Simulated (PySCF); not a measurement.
Species: C2H7NOSi.
Bonds: C1–N2 (double), N2–C3, C3–O4, O4–Si5. Hydrogens: H6, H7 on C1; H8, H9 on C3; H10, H11, H12 on Si5.

Computed by this run: PBE0-D3(BJ)/def2-SVP geometry optimisation, gas phase (PySCF); density fitting, grid level 1; the optimiser is geomeTRIC in internal coordinates, started from a GFN2-xTB structure with every atom displaced at random (about 0.01 Å).

Step 0: E = -13585.7756 eV
```
atom  x, y, z in Å  |  force x, y, z in eV/Å
C1      2.2961   -0.0953    0.6382   -1.811   2.196  -0.316
N2      1.5874    0.9713    0.5322    0.923  -0.580   0.158
C3      0.1710    0.9436    0.3180    1.197   0.288   0.912
O4     -0.3339   -0.3255    0.2507   -0.189  -0.526  -0.026
Si5    -1.8699   -0.7788   -0.1731    0.366   0.163   0.671
H6      1.8684   -1.0762    0.5672   -0.334  -1.062  -0.037
H7      3.3482    0.0363    0.7899    0.982  -0.045   0.163
H8      0.0115    1.5152   -0.6009   -0.273   0.270  -0.388
H9     -0.2669    1.5165    1.1744    0.001  -0.098  -0.352
H10    -2.8606   -0.2037    0.7662   -0.251   0.036   0.161
H11    -1.7376   -2.2166   -0.0415   -0.355  -0.806  -0.106
H12    -2.1797   -0.3112   -1.5113   -0.255   0.162  -0.840
```

Step 1: E = -13585.9507 eV
```
atom  x, y, z in Å  |  force x, y, z in eV/Å
C1      2.2886   -0.0411    0.6900    0.066  -0.108  -0.232
N2      1.6329    1.0255    0.5143   -0.010  -0.176   0.122
C3      0.2320    0.9541    0.2825   -0.225  -0.086  -0.189
O4     -0.2888   -0.3517    0.2045    0.158   0.119   0.039
Si5    -1.8548   -0.7964   -0.1497    0.038   0.088  -0.016
H6      1.8326   -1.0500    0.6414    0.065   0.178   0.072
H7      3.3756    0.0286    0.8520   -0.085  -0.003   0.065
H8      0.0284    1.5107   -0.6565    0.014  -0.062   0.051
H9     -0.2620    1.5160    1.0965   -0.024   0.037   0.059
H10    -2.7968   -0.2859    0.8935   -0.025   0.015  -0.009
H11    -1.8883   -2.2830   -0.1753    0.036  -0.001   0.006
H12    -2.2655   -0.2511   -1.4830   -0.008  -0.001   0.032
```

Q: Estimate the geometry and energy of step 2. (The exact step hangs on the optimiser's Hessian estimate; all steps are aligned on step 1, rigid shifts and turns removed.)

A: E = -13585.9551 eV, largest force 0.146 eV/Å
```
atom  x, y, z in Å  |  force x, y, z in eV/Å
C1      2.2951   -0.0451    0.6648   -0.063   0.019   0.130
N2      1.6269    1.0166    0.5131    0.018   0.020   0.049
C3      0.2249    0.9499    0.2812   -0.035  -0.086  -0.066
O4     -0.2862   -0.3540    0.2078    0.051   0.009   0.020
Si5    -1.8527   -0.7898   -0.1470   -0.025  -0.004  -0.008
H6      1.8468   -1.0521    0.6270    0.009   0.002  -0.037
H7      3.3699    0.0346    0.8805    0.013   0.000  -0.087
H8      0.0203    1.5021   -0.6575    0.007   0.002  -0.002
H9     -0.2687    1.5118    1.0986    0.026   0.017   0.000
H10    -2.7997   -0.2749    0.8906   -0.002   0.011  -0.008
H11    -1.8806   -2.2765   -0.1686    0.005   0.000   0.003
H12    -2.2620   -0.2470   -1.4803   -0.005   0.010   0.007
```

The energy changes by -0.0044 eV. The first-order estimate −F·Δx gives -0.0142 eV and the mean of the old and new forces, exact on a quadratic surface, -0.0045 eV. The step makes an angle of 62° with the force vector and moves no atom by more than 0.030 Å.

The cost below is that of the whole optimisation. Time: 23 s; peak memory 0.44 GiB. Hardware: one thread, Arm Neoverse V1 (aarch64), no GPU, shared host with 32 logical CPUs at a one-minute load of 19.
